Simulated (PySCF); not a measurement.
**Basis-set dependence of IF at MP2**

PySCF, RHF reference; singlet, unpaired electrons none; De to I + F without counterpoise correction. Frozen cores follow the default of each basis and core potential.

| basis | relativity | functions | Re (Å) | ωe (cm⁻¹) | De (eV) | frozen orbitals |
| --- | --- | --- | --- | --- | --- | --- |
| cc-pVDZ-PP/cc-pVDZ | scalar-relativistic core potentials | 37 | 1.965 | 613 | 2.29 | 5 |
| def2-SVP | scalar-relativistic core potentials | 40 | 1.952 | 623 | 2.44 | 5 |
| x2c-SVPall | spin-free X2C | 50 | 1.955 | 618 | 2.46 | 19 |
| aug-cc-pVDZ-PP/aug-cc-pVDZ | scalar-relativistic core potentials | 55 | 1.949 | 623 | 2.96 | 5 |
| def2-TZVPP | scalar-relativistic core potentials | 81 | 1.907 | 633 | 2.98 | 5 |

**Question.** How does each smaller set differ from the one with most functions, def2-TZVPP?

**Answer.** cc-pVDZ-PP/cc-pVDZ: +5.8 pm, -3.2 % in ωe, -0.69 eV in De; def2-SVP: +4.5 pm, -1.6 % in ωe, -0.54 eV in De; x2c-SVPall: +4.8 pm, -2.4 % in ωe, -0.52 eV in De; aug-cc-pVDZ-PP/aug-cc-pVDZ: +4.2 pm, -1.6 % in ωe, -0.02 eV in De. All at MP2; the set with most functions is neither the basis-set limit nor always the best. The rows treat relativity differently, so the differences are not basis effects alone.

Measured (Huber and Herzberg, Constants of Diatomic Molecules (1979)): Re = 1.909759 Å, ωe = 610.24 cm⁻¹. Correlated steps freeze the inner cores (5 to 19 orbitals); shallow outer-core shells are correlated. Correlated levels converge slowly with the basis: in double zeta they bind strong bonds too weakly, by up to about 1 eV, and carry superposition errors of some tenths. These are scalar-relativistic numbers at best; spin–orbit coupling would shift them, the dissociation energy most. Where the molecule has an RHF reference, its open-shell atoms are computed with UHF.
